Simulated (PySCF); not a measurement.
# Vertical excitation energies

Compound: GaCl2(NCO), CCl2GaNO.
SMILES: `[N](=C=O)[Ga]([Cl])[Cl]`

Method used: PySCF, TDDFT wB97X-D/def2-SVPD, vertical, gas phase, core orbitals frozen in the response. Isolated species at its PBE0-D3(BJ)/def2-SVP geometry, gas phase. Relativistic effects, spin–orbit coupling among them, are left out although an element past zinc is present.

| state | E (eV) | E (kJ/mol) | λ (nm) | f | \|μ\| (D) | main configurations (H = HOMO, L = LUMO) |
| --- | --- | --- | --- | --- | --- | --- |
| S1 | 6.12 | 591 | 202.6 | 0.0000 | 0.01 | H→L+1 (92%) |
| S2 | 6.49 | 626 | 191.1 | 0.0006 | 0.16 | H→L (64%), H-2→L (29%) |
| S3 | 6.66 | 643 | 186.2 | 0.0050 | 0.45 | H-1→L (89%) |
| S4 | 6.71 | 647 | 184.8 | 0.095 | 1.93 | H-1→L+1 (80%), H→L+3 (8%) |
| S5 | 6.74 | 650 | 184.0 | 0.0000 | 0.04 | H-3→L (94%) |
| S6 | 6.82 | 658 | 181.8 | 0.034 | 1.14 | H-2→L (56%), H→L (23%), H-3→L+1 (12%) |
| S7 | 6.85 | 661 | 181.0 | 0.0033 | 0.36 | H-2→L+1 (92%) |
| S8 | 6.99 | 675 | 177.3 | 0.097 | 1.91 | H-4→L (88%) |
| S9 | 7.15 | 690 | 173.4 | 0.0006 | 0.15 | H-4→L+1 (97%) |
| S10 | 7.36 | 710 | 168.5 | 0.091 | 1.81 | H-3→L+1 (76%) |
| S11 | 7.51 | 725 | 165.1 | 0.070 | 1.56 | H-5→L (86%) |
| S12 | 7.83 | 755 | 158.3 | 0.0000 | 0.01 | H-1→L+3 (71%), H-1→L+6 (19%) |
| S13 | 7.89 | 761 | 157.2 | 0.020 | 0.83 | H-5→L+1 (86%) |
| S14 | 8.42 | 812 | 147.3 | 0.0098 | 0.55 | H→L+2 (57%), H→L+4 (32%) |
| S15 | 8.49 | 819 | 146.1 | 0.0001 | 0.04 | H-6→L+1 (80%), H→L+9 (9%) |

Triplets, Tamm–Dancoff:

```tsv
state	E (eV)	λ (nm)	main configurations (H = HOMO, L = LUMO)
T1	6.02	205.8	H→L+1 (88%)
T2	6.04	205.2	H-1→L+1 (86%)
T3	6.14	202.0	H→L (46%), H-2→L (44%)
T4	6.37	194.6	H-2→L (46%), H→L (41%)
```

The lowest singlet lies at 6.12 eV (203 nm, ultraviolet) and is dark (f under 0.0005); its leading configuration is HOMO→LUMO+1 (92%). The largest oscillator strength of a single state is 0.097. Löwdin shares by element: HOMO nitrogen 42%, oxygen 29%, carbon 15%, chlorine 6% or more; LUMO gallium 49%, chlorine 40%, nitrogen 9%. The oscillator strengths of these states sum to 0.426; summed over the whole spectrum of an exact calculation they would give the number of electrons, 86 (Thomas–Reiche–Kuhn). The listed states span 2.37 eV, and the widest gap between neighbours is 0.53 eV (S13 to S14). Of the 15 states listed, 6 reach f = 0.01 and 4 stay under 0.0005. No computed singlet lies in the visible range (380 to 750 nm); the lowest, at 203 nm, stands 2.86 eV above its violet end (3.26 eV). Only the lowest 15 singlets were computed, as vertical energies without vibronic structure.

Time: 68 s wall, 57 s CPU (grids of density and orbitals included); peak memory 0.72 GiB. Hardware: one thread of an AMD EPYC (shared host).
